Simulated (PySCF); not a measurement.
# Finite-field polarisability of S (sulfur, neutral)

[Ne] 3s2 3p4, high-spin 3P determinant. Calculation: PySCF 2.14, in dyall-av2z (13s9p2d, 50 functions); no relativity, point nucleus. Frozen: [Ne]. Energy changes in a uniform field (μhartree):

| axis | F (au) | HF | MP2 | CCSD | CCSD(T) |
| --- | --- | --- | --- | --- | --- |
| x | 0.0035 | -101.817 | -101.584 | -101.600 | -101.928 |
| x | 0.007 | -407.339 | -406.422 | -406.487 | -407.802 |
| y | 0.0032 | -102.283 | -104.903 | -106.224 | -106.928 |
| y | 0.0064 | -409.309 | -419.821 | -425.118 | -427.941 |

By symmetry the remaining axis equals x.

Question: Derive α along x at CCSD(T) from the two fields.

Answer: With ΔE = −αF²/2 − γF⁴/24, α = −(16 ΔE(F) − ΔE(2F))/(6F²) = 16.64 bohr³.

Question: And the mean polarisability at each level?

Answer: The components xx, yy, zz at CCSD(T) are 16.64, 20.88, 16.64, the third axis being equal by symmetry to one of the two computed. Means: HF 17.74, MP2 17.88, CCSD 17.97, CCSD(T) 18.05 bohr³. Reference: 19.4 ± 0.1 bohr³ (recommended; Schwerdtfeger and Nagle, table of static dipole polarizabilities (2023 update)).

CCSD(T) lies more than 5 % below the reference, which points to too few diffuse and polarisation functions.

A double-zeta set is small for polarisabilities.
